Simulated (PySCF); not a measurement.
Job file and geometry (Å, from GFN2-xTB) of an NMR shielding run on SMILES CC([SiH2]N[SiH2]C)C, C$_{4}$H$_{15}$NSi$_{2}$, GIAO PBE0/pcSseg-1 NMR shielding, non-relativistic, gas phase (PySCF 2.14.0, density-fitted response routines); density fitting, a coarse starting grid and PySCF grid level 2 are the driver's defaults:

```
$ OMP_NUM_THREADS=1 python probes_run.py task.json out

{"job": {"kind": "nmr", "xc": "PBE0", "basis": "pcSseg-1"}, "charge": 0, "multiplicity": 1}
C      3.390425     0.761758    -0.141996
Si     2.709693    -0.911852     0.415689
N      0.989625    -0.909465     0.184430
Si    -0.154178     0.315828     0.613921
C     -1.869300    -0.269873     0.025767
C     -1.944879    -0.361350    -1.496233
C     -2.961379     0.658441     0.544108
H      3.113328     0.977670    -1.169261
H      3.003583     1.563649     0.478928
H      4.473706     0.785898    -0.077410
H      3.058307    -1.140382     1.826691
H      3.213818    -2.013511    -0.412867
H      0.593444    -1.816027    -0.003731
H     -0.175350     0.544517     2.067642
H      0.220552     1.558859    -0.067280
H     -2.065374    -1.269435     0.430637
H     -1.171394    -1.018684    -1.887499
H     -1.810564     0.622637    -1.940964
H     -2.914618    -0.745221    -1.814356
H     -3.946708     0.318550     0.225100
H     -2.950571     0.699434     1.630580
H     -2.812577     1.667941     0.166469
```

**Question.** Write the output of this run.

**Answer.** 
```
coarse grid: 17960 points
cycle   1  E = -794.5605767135  dE =  3.156e-01  |g| = 6.162e-01  |ddm| = 3.978e+00
cycle   2  E = -794.5036111852  dE =  5.697e-02  |g| = 7.892e-01  |ddm| = 1.241e+00
cycle   3  E = -794.6498258150  dE = -1.462e-01  |g| = 7.969e-02  |ddm| = 7.908e-01
cycle   4  E = -794.6510260267  dE = -1.200e-03  |g| = 3.357e-02  |ddm| = 1.002e-01
cycle   5  E = -794.6512881407  dE = -2.621e-04  |g| = 5.459e-03  |ddm| = 3.130e-02
cycle   6  E = -794.6512941551  dE = -6.014e-06  |g| = 1.963e-03  |ddm| = 6.749e-03
final grid: 160256 points
cycle   7  E = -794.6892158015  dE = -3.795e-05  |g| = 9.905e-03  |ddm| = 2.591e-02
cycle   8  E = -794.6892011336  dE =  1.467e-05  |g| = 1.256e-02  |ddm| = 1.936e-02
cycle   9  E = -794.6892405942  dE = -3.946e-05  |g| = 6.785e-04  |ddm| = 1.095e-02
cycle  10  E = -794.6892406787  dE = -8.448e-08  |g| = 2.747e-04  |ddm| = 7.772e-04
cycle  11  E = -794.6892406946  dE = -1.595e-08  |g| = 6.313e-05  |ddm| = 2.574e-04
cycle  12  E = -794.6892406954  dE = -7.974e-10  |g| = 2.483e-05  |ddm| = 8.513e-05
converged SCF energy = -794.6892406954

GIAO shielding tensors (ppm)
atom      isotropic    diamagn.    paramagn.     s11        s22        s33       span
  0 C      190.416     254.085     -63.668    181.115    192.216    197.918     16.803
  1 Si     381.553     880.635    -499.081    336.851    377.327    430.481     93.630
  2 N      260.523     327.891     -67.368    231.806    252.476    297.286     65.480
  3 Si     374.826     883.650    -508.824    344.605    353.887    425.987     81.382
  4 C      168.945     252.899     -83.954    163.540    165.866    177.429     13.889
  5 C      165.871     249.122     -83.251    154.866    156.800    185.946     31.080
  6 C      167.448     246.864     -79.415    152.754    160.701    188.890     36.136
  7 H       31.348      32.400      -1.051     26.979     29.412     37.654     10.676
  8 H       31.073      32.545      -1.471     26.480     30.055     36.686     10.206
  9 H       31.725      26.781       4.944     27.513     27.786     39.875     12.362
 10 H       26.654      28.912      -2.257     22.574     25.190     32.199      9.625
 11 H       26.872      29.058      -2.186     22.982     25.351     32.284      9.303
 12 H       32.295      35.811      -3.516     22.484     31.351     43.051     20.567
 13 H       26.918      32.348      -5.431     22.794     26.290     31.669      8.875
 14 H       27.295      33.983      -6.688     23.367     27.882     30.636      7.269
 15 H       30.832      34.248      -3.416     27.164     29.151     36.182      9.018
 16 H       30.206      32.868      -2.663     24.665     30.002     35.951     11.286
 17 H       30.886      32.165      -1.279     27.436     28.725     36.496      9.060
 18 H       30.459      30.537      -0.078     26.128     27.831     37.417     11.289
 19 H       30.490      28.845       1.645     26.150     27.853     37.467     11.317
 20 H       30.439      29.850       0.589     25.369     28.444     37.505     12.135
 21 H       30.976      30.342       0.634     26.985     29.207     36.735      9.750
```

**Question.** Turn these shieldings into chemical shifts. References, each an isolated molecule treated in the same way: TMS for 13C (σ = 186.93 ppm), 29Si (σ = 349.16 ppm), 1H (σ = 31.72 ppm); 15N (σ = 267.73 ppm) vs NH3.

**Answer.** Averaging equivalent atoms: C 5/6: 20.3; C 4: 18.0; C 0: -3.5; Si 3: -25.7; Si 1: -32.4; N 2: 7.2; H 10/11: 4.95; H 13/14: 4.61; H 16/17/18/19/20/21: 1.14; H 15: 0.88; H 7/8/9: 0.33; H 12: -0.58 ppm. Experimental scales use liquid or dissolved standards, which lie at an offset from isolated NH3 (liquid NH3: subtract about 20 ppm).

Size and cost of the density-fitted run: 208 basis functions, 47 s wall time on 1 thread of an Arm Neoverse V1, shared host; peak memory 0.9 GiB.
